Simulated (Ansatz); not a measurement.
## Active spaces for TiH₂, triplet

Program: Ansatz, Gaussian basis, development build. Basis def2-SVP, nonrelativistic, 9 orbitals frozen in the corrections. State-specific CASSCF; RHF is the lowest restricted (open-shell) Hartree–Fock solution met. The basis is small, far from the limit. No symmetry is imposed, so a solution can break that of the shape. No proof that the lowest CASSCF solution was found.

Geometry. A bond is stretched, to 1.88 times the sum of the covalent radii.

```xyz
3

H     0.0000    1.2313    3.3829
Ti    0.0000    0.0000    0.0000
H     0.0000    0.6156   -1.6914
```

(1) What do CASSCF and its corrections give against RHF in CAS(6,8), and what are the occupations?

Answers

(1) CASSCF -2.065 eV, SC-NEVPT2 -2.494 eV; occupations 1.97, 1.53, 1.00, 1.00, 0.47, 0.02, 0.01, 0.00.
